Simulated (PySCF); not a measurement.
C2H3BN2O, SMILES N1=CN=CB1O. Atoms are numbered in the order given.

```xyz
9

O      0.1528     2.0734     0.0000
B      0.0391     0.7437     0.0000
C      1.2079    -0.3644     0.0000
N      0.6395    -1.5142     0.0000
C     -0.7950    -1.2328     0.0000
N     -1.2160    -0.0305     0.0000
H     -0.7123     2.5043     0.0000
H      2.3030    -0.2982     0.0000
H     -1.4508    -2.1156     0.0000
```
Charge 0, spin multiplicity 1.

Coordinates come from a PBE0-D3(BJ)/def2-SVP optimisation. This is a generated structure with no PubChem entry under its InChIKey; it may be hypothetical. One conformer was computed; it need not be the lowest.

Method: ωB97X/def2-TZVP (PySCF).

ESP charges are fitted to the potential on shells at 1.4 to 2.0 van der Waals radii. Atomic charges (e):

```csv
atom,IAO,ESP fit,Mulliken
O1,-0.50,[?],-0.40
B2,0.46,[?],0.33
C3,-0.09,0.14,-0.12
N4,-0.31,[?],-0.26
C5,0.20,[?],0.15
N6,-0.47,-0.90,-0.35
H7,0.39,0.51,0.36
H8,0.16,0.09,0.14
H9,0.16,0.01,0.15
```

Problem. Complete the blanks. (Estimate from the structure and the level; the computed values follow.)

Solution. 
- O1, ESP fit: -0.77
- B2, ESP fit: 0.79
- N4, ESP fit: -0.65
- C5, ESP fit: 0.76

Computed Mayer and Wiberg (Löwdin basis) orders of the bonds:
| bond | Mayer | Wiberg |
|---|---|---|
| O1–B2 | 1.41 | 2.09 |
| B2–C3 | 0.96 | 1.06 |
| C3–N4 | 1.87 | 2.19 |
| N4–C5 | 0.99 | 1.29 |
| B2–N6 | 1.10 | 1.41 |
| C5–N6 | 1.89 | 2.17 |
| O1–H7 | 0.85 | 0.92 |
| C3–H8 | 0.95 | 0.86 |
| C5–H9 | 0.95 | 0.87 |
